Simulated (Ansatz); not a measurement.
Species: B₂F₃, charge 0, doublet. B2F3 (SMILES F[B]B(F)F, doublet).
B3LYP-D3(BJ)/def2-TZVP minimum from Ansatz (a first-principles code):
```xyz
5

B     -0.9299     0.3625    -0.5236
F     -2.1974     0.2522    -0.2924
B      0.5496    -0.0774     0.0956
F      1.1760    -1.1628    -0.3474
F      1.2327     0.7523     0.8776
```
Charge 0, spin multiplicity 2.

Total energies in hartree (Ansatz). Radicals and triplets start from unrestricted determinants; spin-orbit coupling is neglected. Correlated methods leave the cores frozen. No relativity. For partners of very few electrons the exact lower level stands in for a higher one.

```tsv
species	HF/cc-pVTZ	CCSD(T)/cc-pVTZ	HF/cc-pVQZ	CCSD(T)/cc-pVQZ	CCSD(T)/cc-pVDZ	CCSDT(Q)/cc-pVDZ
1: B2F3 (SMILES F[B]B(F)F, doublet)	-347.93066	-348.87480	-347.95844	-348.98190	-348.52185	-348.52437
2: B (doublet)	-24.53207	-24.59810	-24.53297	-24.60084	-24.58941	-24.58977
3: F (doublet)	-99.40552	-99.62036	-99.41377	-99.65026	-99.52757	-99.52776
```

Work out the atomisation energy (electronic, to ground-state atoms) in kJ/mol: take Hartree-Fock from cc-pVQZ, extrapolate the CCSD(T) correlation energy as X^-3 (X = 3, 4), and add CCSDT(Q) - CCSD(T) in cc-pVDZ. 1 hartree = 2625.5 kJ/mol.


Species 1: correlation (64·(-1.02346) - 27·(-0.94414))/37 = -1.08134; step -0.00252; E1 = -347.95844 + (-1.08134) + (-0.00252) = -349.04230
Species 2: correlation (64·(-0.06787) - 27·(-0.06603))/37 = -0.06921; step -0.00036; E2 = -24.53297 + (-0.06921) + (-0.00036) = -24.60254
Species 3: correlation (64·(-0.23649) - 27·(-0.21484))/37 = -0.25229; step -0.00019; E3 = -99.41377 + (-0.25229) + (-0.00019) = -99.66625
-1·E1 +2·E2 +3·E3 = 0.83847 hartree = 2201.4 kJ/mol.
